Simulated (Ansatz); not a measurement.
Ansatz (a quantum-chemistry and plane-wave program) input (HF/def2-QZVPPD):
A basis named .json is the Basis Set Exchange file of that set.

Ansatz 0.2 input:
```yaml
crystal:
  periodic: [false, false, false]
  atoms:
    - {symbol: Pb, position_ang: [-0.00299730, -0.01351569, 1.01492279]}
    - {symbol: I, position_ang: [1.12026332, -1.87604752, -0.80694989]}
    - {symbol: I, position_ang: [-1.11562599, 1.89695858, -0.76330802]}
basis:
  gaussian:
    orbitals: def2-QZVPPD.json
hamiltonian:
  xc: hf
total_charge: -1
magnetization: {spin_polarized: true, initial_magnetization: 1}
```

Output:

```
Functional definition: HF
integrals: 0.27 GiB planned
1688 factors; their error is unknown
mean field: 1.52 GiB planned
mean field evaluation 1: about -21369.0448 eV, gradient 1.1e1 eV
mean field evaluation 2: about -21369.5687 eV, gradient 9.5e0 eV
mean field evaluation 4: about -21369.9026 eV, gradient 7.8e-1 eV
mean field evaluation 8: about -21369.9212 eV, gradient 1.3e-1 eV
mean field evaluation 16: about -21369.4967 eV, gradient 1.1e1 eV
mean field evaluation 32: about -21368.8100 eV, gradient 1.3e0 eV
mean field -21370.37873447 eV, -785.3469331288 hartree, gradient 1.7e-5 eV, S^2 0.762349; 0 other end points of the search recorded, 0 dependent functions left out
reference -21370.37873447 eV, -785.3469331288 hartree; 37, 36 occupied and 233, 234 virtual orbitals, 1688 factors
Total energy: -21370.37873447 eV, -785.3469331288 hartree
```

This state (charge -1, doublet) is run at the relaxed geometry of the species with charge 0 and multiplicity 1.
